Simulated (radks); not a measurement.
Results of a calculation; reference values are marked as such.
Species: the arsenic ion As4+. Configuration: [Ar] 3d10 4s1. Level of theory: Dirac Kohn-Sham, HCTH/407, spin-unpolarised, spherical densities, finite nucleus; Fermi nuclear charge, rms radius 4.0968 fm (a radial shooting solver on a logarithmic mesh with Libxc functionals).

Normalised radial functions P(r) = r R(r) (large component), r in bohr:

| r | 3s1/2 | 3p3/2 | 4s1/2 |
|---|---|---|---|
| 0.002911 | 0.1325 | 0.0034 | 0.0479 |
| 0.003791 | 0.1661 | 0.0056 | 0.0600 |
| 0.004897 | 0.2049 | 0.0092 | 0.0740 |
| 0.006326 | 0.2497 | 0.0150 | 0.0902 |
| 0.008237 | 0.3012 | 0.0245 | 0.1088 |
| 0.01064 | 0.3535 | 0.0391 | 0.1276 |
| 0.01385 | 0.4041 | 0.0627 | 0.1459 |
| 0.0179 | 0.4410 | 0.0975 | 0.1591 |
| 0.0233 | 0.4522 | 0.1506 | 0.1630 |
| 0.0301 | 0.4189 | 0.2238 | 0.1507 |
| 0.0392 | 0.3180 | 0.3252 | 0.1139 |
| 0.05063 | 0.1402 | 0.4468 | 0.0491 |
| 0.06541 | -0.1149 | 0.5790 | -0.0435 |
| 0.08517 | -0.4228 | 0.6951 | -0.1546 |
| 0.11 | -0.6824 | 0.7358 | -0.2465 |
| 0.1433 | -0.7810 | 0.6337 | -0.2764 |
| 0.1851 | -0.5917 | 0.3402 | -0.1977 |
| 0.241 | -0.0687 | -0.1583 | 0.0037 |
| 0.3113 | 0.6224 | -0.7274 | 0.2542 |
| 0.4053 | 1.2312 | -1.2041 | 0.4335 |
| 0.5236 | 1.4502 | -1.3771 | 0.3961 |
| 0.6763 | 1.2463 | -1.2183 | 0.1106 |
| 0.8806 | 0.7906 | -0.8351 | -0.3378 |
| 1.138 | 0.3738 | -0.4458 | -0.7236 |
| 1.481 | 0.1195 | -0.1705 | -0.8838 |
| 1.913 | 0.0256 | -0.0463 | -0.7593 |
| 2.491 | 0.0030 | -0.0074 | -0.4656 |
| 3.218 | 0.0002 | -0.0007 | -0.1967 |
| 4.191 | 0.0000 | 0.0000 | -0.0481 |
| 5.413 | 0.0000 | 0.0000 | -0.0067 |

3s1/2: eigenvalue -241.90 eV, 2 radial nodes at r = 0.0588, 0.248 bohr, <r> = 0.597 bohr, 90 % of the charge inside 0.891 bohr. 3p3/2: eigenvalue -183.73 eV, 1 radial node at r = 0.223 bohr, <r> = 0.618 bohr, 90 % of the charge inside 0.946 bohr. 4s1/2: eigenvalue -56.700 eV, 3 radial nodes at r = 0.0585, 0.240, 0.725 bohr, <r> = 1.68 bohr, 90 % of the charge inside 2.45 bohr.
